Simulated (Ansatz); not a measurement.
Ansatz (a program for electronic structure) input (PBE0/6-31G*):

Ansatz 0.2 input:
```yaml
crystal:
  periodic: [false, false, false]
  atoms:
    - {symbol: Si, position_ang: [0.10725614, -0.16236848, 0.52794214]}
    - {symbol: F, position_ang: [-0.37054100, 1.41778715, 0.20037954]}
    - {symbol: F, position_ang: [1.30399675, -0.24843199, -0.65226300]}
    - {symbol: F, position_ang: [-1.10029864, -0.91678197, -0.36935988]}
basis:
  gaussian:
    orbitals: 6-31G*
hamiltonian:
  xc: {name: PBE0}
total_charge: -1
```

End of the output:

```
integrals: 0.01 GiB planned
597 factors; their error is unknown
mean field: 0.16 GiB planned
mean field evaluation 1: about -16021.4675 eV, gradient 8.6e0 eV
mean field evaluation 2: about -16021.5967 eV, gradient 3.7e0 eV
mean field evaluation 4: about -16021.6219 eV, gradient 4.1e-1 eV
mean field evaluation 8: about -16021.6498 eV, gradient 2.1e-3 eV
mean field -16021.64975566 eV, -588.7847686562 hartree, gradient 1.2e-5 eV, S^2 0.000000; 0 other end points of the search recorded, 0 dependent functions left out
reference -16021.64977786 eV, -588.7847694720 hartree; 21, 21 occupied and 43, 43 virtual orbitals, 597 factors
Total energy: -16021.64977786 eV, -588.7847694720 hartree
```

It need not be the lowest isomer of its formula. Whether it binds its extra electron was not tested at this geometry.
